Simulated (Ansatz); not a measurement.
Ga3H3S3Cl6⁺, that is (Cl2Ga-mu-SH)3 with one electron fewer, relaxed as a doublet with UKS PBE-D4/def2-SVP in Ansatz, starting from the PBE-D4/def2-SVP geometry of the neutral singlet. Force threshold 0.03 eV/Å.

Start:

Cartesian coordinates in Å:
```
Ga -0.2730 1.6937 1.3208
Cl -1.4027 3.4258 1.9694
Cl 1.5404 1.2010 2.3694
S -1.8518 -0.0932 1.2009
Ga -0.7002 -2.1023 0.6022
Cl -2.2772 -3.5890 0.5554
Cl 1.0659 -2.4364 1.7848
S -0.0364 -1.7870 -1.6614
Ga 1.3349 0.1477 -1.8625
Cl 1.4731 0.5571 -3.9867
Cl 3.1203 -0.1653 -0.7032
S -0.0019 1.9513 -1.0373
H -1.8390 -0.3672 2.5377
H -1.1999 -1.2559 -2.1369
H 1.0475 2.8198 -0.9526
```

**Question.** Estimate the energy that the relaxation releases and the steps that it takes.

**Answer.** 5.3 kcal/mol, in 13 steps; 75 s on 2 threads of AMD EPYC 7R13 on a shared host and a share (18 GiB) of an NVIDIA H100 80GB HBM3. No frequencies were taken in this run, so the end may be a saddle point.

**Question.** Does the start keep its bonding?

**Answer.** By distances, no bond broke or formed. The bond that changes most is Ga1–Cl3, from 2.15 to 2.25 Å (atoms count from 1).

**Question.** Predict the relaxed structure.

**Answer.** 
```tsv
atom	x (Å)	y (Å)	z (Å)
Ga1	-0.3242	1.6280	1.1980
Cl2	-0.9000	3.3489	2.3453
Cl3	1.7428	1.0768	1.9006
S4	-1.9044	-0.0896	1.2076
Ga5	-0.7577	-2.1545	0.6458
Cl6	-2.3459	-3.5849	0.4878
Cl7	1.0075	-2.3659	1.8489
S8	0.0232	-1.8242	-1.6150
Ga9	1.1832	0.1882	-1.8392
Cl10	1.9001	0.5514	-3.8270
Cl11	2.9140	0.0755	-0.4072
S12	-0.2357	1.9674	-1.1430
H13	-1.8983	-0.2942	2.5594
H14	-1.1448	-1.4497	-2.2192
H15	0.7403	2.9269	-1.1428
```
Bond lengths (bridged metal pairs left out): 6 × Cl–Ga 2.14 to 2.25 Å; 6 × Ga–S 2.33 to 2.43 Å; 3 × H–S 1.37 Å.
